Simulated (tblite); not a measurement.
C₉H₁₁P.
SMILES: `CC=P12C=CC(C=C1)C=C2`

Method: GFN2-xTB as coded in tblite; computed harmonic values from a numerical Hessian at the method's own geometry, unscaled. Against measured fundamentals such values can be off by several per cent, at times by over 20.

Harmonic wavenumbers (cm⁻¹): 95.6, 113.6, 164.0, 238.7, 287.3, 321.3, 328.5, 354.3, 395.4, 405.1, 426.8, 543.7, 555.3, 625.1, 679.4, 698.9, 716.3, 732.5, 754.4, 802.0, 831.0, 855.5, 861.1, 869.8, 886.5, 904.0, 974.7, 984.2, 1004.3, 1036.4, 1088.3, 1098.8, 1100.0, 1105.9, 1235.3, 1239.9, 1253.8, 1256.6, 1266.5, 1274.1, 1406.5, 1492.2, 1511.7, 1617.4, 1618.3, 1666.5, 2911.6, 2945.1, 2990.0, 2998.0, 3006.2, 3049.0, 3067.0, 3070.3, 3073.5, 3085.3, 3089.1.

A = 2418, B = 957.1, C = 936.6 MHz; mass 150.060 u (most abundant isotopes); point group C1, symmetry number 1.

Q: What is the zero-point energy?

A: ½Σν̃ = 36481 cm⁻¹ = 104.31 kcal/mol.

Q: Give the ideal-gas entropy at 400 K and 1 bar in the rigid-rotor, harmonic-oscillator model (classical rotation).

A: Translation 42.41, rotation 30.26, vibration 35.76: S = 108.4 cal/(mol K).

Q: And Cp and H(400 K) − H(0)?

A: Cp = 54.20 cal/(mol K), of which vibrations give 46.25 (their classical limit is 57 R = 113.3); H(400 K) − H(0) = 11.60 kcal/mol without the zero-point energy, 8.42 from vibrations.

Q: Which modes carry the vibrational entropy at 400 K?

A: 95.6 cm⁻¹: 4.12; 113.6 cm⁻¹: 3.78; 164.0 cm⁻¹: 3.06; 238.7 cm⁻¹: 2.35; 287.3 cm⁻¹: 2.01; 321.3 cm⁻¹: 1.81 cal/(mol K); the other 51 give 18.63 together.

Q: Blend soft modes into free rotors: weight 1/[1 + (100 cm⁻¹/ν̃)⁴] for the oscillator and the rest for a rotor with moment μB/(μ + B), μ = h/(8π²ν), B = 10⁻⁴⁴ kg m². What vibrational entropy results?

A: 34.93 cal/(mol K) in place of 35.76, which changes −T·S at 400 K by +0.33 kcal/mol.

Hindered rotation and anharmonicity are outside this model. The structure is chiral; the term R ln 2 for an equal mix with its mirror image is left out.
